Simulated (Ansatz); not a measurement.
C3H9BO (`CBOCC`). The species carries charge 0 and has multiplicity 1. The structure was optimised at the PBE0-D4/def2-TZVP level. It is one conformer, not always the lowest.

```xyz
14

C    -1.639   -1.938    0.086
B    -0.512   -0.997   -0.443
O    -0.471    0.288   -0.040
C     0.538    1.185   -0.473
C     1.415    1.589    0.688
H    -1.201   -2.807    0.589
H    -2.215   -2.347   -0.752
H    -2.327   -1.445    0.775
H     0.334   -1.385   -1.213
H     1.130    0.719   -1.268
H     0.033    2.060   -0.893
H     2.155    2.325    0.364
H     0.816    2.030    1.487
H     1.945    0.724    1.092
```

Problem. What is the dipole moment at B3LYP/def2-TZVPP? (Estimate.)

Solution. The calculation gave: 1.15 D, with components (0.87, 0.72, -0.25) D in this frame, pointing from negative to positive charge.

Problem. And with PBE, r2SCAN, ωB97M-V? (An estimate is asked.)

Solution. Computed: PBE 1.12 D, r2SCAN 1.10 D, ωB97M-V 1.15 D.

Problem. Give the Mulliken charges with B3LYP, ωB97M-V, r2SCAN in def2-TZVPP. (Best estimate.)

Solution. Ansatz gave: 
```
atom  B3LYP  ωB97M-V  r2SCAN
  C1  -0.31    -0.35   -0.24
  B2   0.14     0.10    0.19
  O3  -0.28    -0.28   -0.28
  C4   0.07     0.01    0.15
  C5  -0.24    -0.29   -0.13
  H6   0.09     0.10    0.06
  H7   0.09     0.10    0.06
  H8   0.09     0.11    0.06
  H9  -0.03     0.02   -0.06
 H10   0.05     0.07    0.03
 H11   0.08     0.10    0.04
 H12   0.08     0.10    0.04
 H13   0.09     0.11    0.05
 H14   0.08     0.10    0.04
```

B3LYP here is the variant with VWN-RPA as its local correlation; programs differ in this.
